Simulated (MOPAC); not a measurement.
A run for MOPAC: AM1 on BClFH (SMILES FBCl), a point of a bond scan (R = 1.315 Å).

```
AM1 1SCF PRECISE CHARGE=0 THREADS=1
BClFH

B     -0.07933766 1    -0.65470035 1     0.43067308 1
H     -0.79951848 1    -1.57852358 1     0.61104942 1
F      1.03254535 1    -0.53452718 1     1.12257604 1
Cl    -0.47627655 1     0.56839823 1    -0.75691760 1
```

It printed:

```
*******************************************************************************
 **                                                                           **
 **                              MOPAC v23.2.5                                **
 **                                                                           **
 *******************************************************************************
 ** MOPAC's Digital Object Identifier: https://doi.org/10.5281/zenodo.6511958 **
 **                                                                           **
 ** Please cite the open-source release paper for use of this MOPAC version:  **
 ** J. E. Moussa and J. J. P. Stewart (2026)                                  **
 ** MOPAC: An open-source semiempirical molecular orbital program             **
 ** J. Open Source Softw., 11(119), 8025, https://doi.org/10.21105/joss.08025 **
 *******************************************************************************

                              AM1 CALCULATION RESULTS

 *******************************************************************************
 *  AM1        - The AM1 Hamiltonian to be used
 *
 *
 *
 *                 CHARGE ON SYSTEM = 0
 *
 *
 *
 *  PRECISE    - TIGHTER CRITERIA TO BE USED
 *  1SCF       - DO 1 SCF AND THEN STOP
 *  THREADS=1  - MULTI-THREADING NOT USED
 *  T=         - A TIME OF 172800.0 SECONDS REQUESTED
 *  DUMP=N     - RESTART FILE WRITTEN EVERY 7200.0 SECONDS REQUESTED
 *******************************************************************************
AM1 1SCF PRECISE CHARGE=0 THREADS=1
 BClFH

   ATOM   CHEMICAL          X               Y               Z
  NUMBER   SYMBOL      (ANGSTROMS)     (ANGSTROMS)     (ANGSTROMS)

     1       B         -0.07933766  *  -0.65470035  *   0.43067308  *
     2       H         -0.79951848  *  -1.57852358  *   0.61104942  *
     3       F          1.03254535  *  -0.53452718  *   1.12257604  *
     4      Cl         -0.47627655  *   0.56839823  *  -0.75691760  *



          CARTESIAN COORDINATES

    NO.       ATOM           X           Y           Z

     1         B         -0.0793     -0.6547      0.4307
     2         H         -0.7995     -1.5785      0.6110
     3         F          1.0325     -0.5345      1.1226
     4        Cl         -0.4763      0.5684     -0.7569

  H: (AM1): M.J.S. DEWAR ET AL, J. AM. CHEM. SOC. 107 3902-3909 (1985)
  B: (AM1): M.J.S. DEWAR ET AL, ORGANOMETALLICS, 7, 513-521 (1988)
  F: (AM1): M.J.S. DEWAR AND E. G. ZOEBISCH, THEOCHEM, 180, 1 (1988).
 Cl: (AM1): M.J.S. DEWAR AND E. G. ZOEBISCH, THEOCHEM, 180, 1 (1988).

           Empirical Formula: H B F Cl  =     4 atoms



      MOLECULAR POINT GROUP   :   Cs


      RHF CALCULATION, NO. OF DOUBLY OCCUPIED LEVELS = 9


 -------------------------------------------------------------------------------
 AM1 1SCF PRECISE CHARGE=0 THREADS=1
 BClFH



     1SCF WAS SPECIFIED, SO BFGS WAS NOT USED
     SCF FIELD WAS ACHIEVED


                              AM1 CALCULATION
                                                       MOPAC v23.2.5 Linux




          FINAL HEAT OF FORMATION =       -118.11235 KCAL/MOL =    -494.18207 KJ/MOL


          COSMO AREA              =         84.22 SQUARE ANGSTROMS
          COSMO VOLUME            =         66.79 CUBIC ANGSTROMS

          IONIZATION POTENTIAL    =         11.829530 EV
          HOMO LUMO ENERGIES (EV) =        -11.830  0.655
          NO. OF FILLED LEVELS    =          9
          MOLECULAR WEIGHT        =         66.2693         POINT GROUP:  Cs

          MOLECULAR DIMENSIONS (Angstroms)

            Atom       Atom       Distance
           Cl     4    F     3     2.65056
            H     2   Cl     4     1.94031
            F     3    B     1     0.00000


          SCF CALCULATIONS        =          1





   ATOM   CHEMICAL          X               Y               Z
  NUMBER   SYMBOL      (ANGSTROMS)     (ANGSTROMS)     (ANGSTROMS)

     1       B         -0.07933766  *  -0.65470035  *   0.43067308  *
     2       H         -0.79951848  *  -1.57852358  *   0.61104942  *
     3       F          1.03254535  *  -0.53452718  *   1.12257604  *
     4      Cl         -0.47627655  *   0.56839823  *  -0.75691760  *

                             CARTESIAN COORDINATES

   1    B       -0.079337660    -0.654700350     0.430673080
   2    H       -0.799518480    -1.578523580     0.611049420
   3    F        1.032545350    -0.534527180     1.122576040
   4   Cl       -0.476276550     0.568398230    -0.756917600


           Empirical Formula: H B F Cl  =     4 atoms



      MOLECULAR POINT GROUP   :   Cs


                  EIGENVALUES
 -50.73205 -37.09940 -22.70107 -17.41790 -16.53762 -16.37713 -12.85320 -12.53424
 -11.82953   0.65483   1.19943   4.12016   5.98273


              NET ATOMIC CHARGES AND DIPOLE CONTRIBUTIONS

  ATOM NO.   TYPE          CHARGE      No. of ELECS.   s-Pop       p-Pop
    1          B           0.266010        2.7340     1.18963     1.54436
    2          H           0.044048        0.9560     0.95595
    3          F          -0.135805        7.1358     1.87987     5.25593
    4         Cl          -0.174253        7.1743     1.98162     5.19263
 DIPOLE           X         Y         Z       TOTAL
 POINT-CHG.    -0.545    -1.298     0.581     1.523
 HYBRID         0.234     0.127     0.070     0.275
 SUM           -0.312    -1.170     0.650     1.375


          ATOMIC ORBITAL ELECTRON POPULATIONS

     Atom    s        px        py        pz
    1  B   1.18963   0.53852   0.57464   0.43120
    2  H   0.95595
    3  F   1.87987   1.59863   1.90858   1.74872
    4 Cl   1.98162   1.92216   1.64391   1.62655

 **********************
 *                    *
 * JOB ENDED NORMALLY *
 *                    *
 **********************




 == MOPAC DONE ==
```

The run finished.

Cost: roughly 0.04 core-seconds.
